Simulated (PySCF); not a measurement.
# Reading the logs of faulty runs: BFH3Si cation

Calculated results; nothing here was measured. The program is PySCF 2.14.0, an open-source quantum chemistry code, run on an isolated molecule that a program drew, which may never have been made. The molecule is BFH3Si cation (charge +1, singlet), drawn as the SMILES string `B[SiH+]F`.

Each row is a Hartree-Fock (HF) and frozen-core CCSD(T) single point in the cc-pV(D+d)Z basis, meant for a local HF minimum. Run 1 is clean. Each other run has one planted mistake out of seven kinds, and not every kind appears here: one electron removed, one electron added, multiplicity raised by two, geometry at a saddle point, minimal basis STO-3G, one bond length entered in bohr, all coordinates scaled. The reference is restricted for singlets and unrestricted otherwise, and also for a bond in bohr. Adding or removing an electron swaps singlet and doublet. Electrons count all cores. HOMO and LUMO are orbital energies over both spins, the gradient is its largest component, and the lowest frequency (negative if imaginary) is given only where the gradient is small. Bond lengths are over the 5 bonds as drawn. T1 is the CCSD diagnostic: over 0.02 (restricted) or 0.045 (unrestricted) a single reference is doubtful.

Geometry of the clean run:
```xyz
6
BFH3Si cation, angstrom
B    -0.6682   -0.0249   -1.6132
Si   -1.2660    1.5545   -0.4619
F    -2.8075    1.7657   -0.2980
H    -0.5114    0.1765   -2.7732
H    -0.5066   -1.0660   -1.0648
H    -0.4978    2.5619    0.2654
```

| run | electrons | basis functions | <S^2> | HOMO (eV) | LUMO (eV) | gradient (hartree/bohr) | lowest frequency (cm^-1) | mean bond (Å) | longest bond (Å) | T1 | HF (hartree) | CCSD(T) (hartree) | mistake |
|---|---|---|---|---|---|---|---|---|---|---|---|---|---|
| 1 | 30 | 66 | 0.000 | -18.65 | -5.56 | 3.5e-05 | 162 | 1.4889 | 2.044 | 0.0155 | -414.52507 | -414.90552 | no fault |
| 2 | 29 | 66 | 0.780 | -27.31 | -16.78 | 6.7e-02 | - | 1.4889 | 2.044 | 0.0251 | -413.87469 | -414.23995 | one electron removed |
| 3 | 30 | 66 | 2.015 | -14.35 | -9.18 | 3.0e-02 | - | 1.4889 | 2.044 | 0.0235 | -414.36604 | -414.74961 | multiplicity raised by two |
| 4 | 30 | 22 | 0.000 | -17.12 | -2.43 | 1.7e-02 | - | 1.4889 | 2.044 | 0.0233 | -409.52959 | -409.65704 | minimal basis STO-3G |
| 5 | 30 | 66 | 0.000 | -18.56 | -6.66 | 1.9e-05 | -150 | 1.4944 | 2.077 | 0.0155 | -414.52168 | -414.90207 | geometry at a saddle point |
| 6 | 30 | 66 | 0.000 | -19.05 | -5.24 | 1.2e-01 | - | 1.3832 | 1.899 | 0.0133 | -414.49411 | -414.86776 | ? |

**Which mistake was planted in run 6, and what did it cost?**

The mean and the longest bond both change by the same factor, 0.929, and the gradient is no longer small. So the mistake is: all coordinates scaled. Subtracting run 1 and multiplying by 627.51 kcal/mol a hartree, the energy moved by 19.4 kcal/mol in HF and 23.7 kcal/mol in CCSD(T).

Cautions from the logs. Run 4: T1 is over the limit, so its CCSD(T) energy is less reliable.
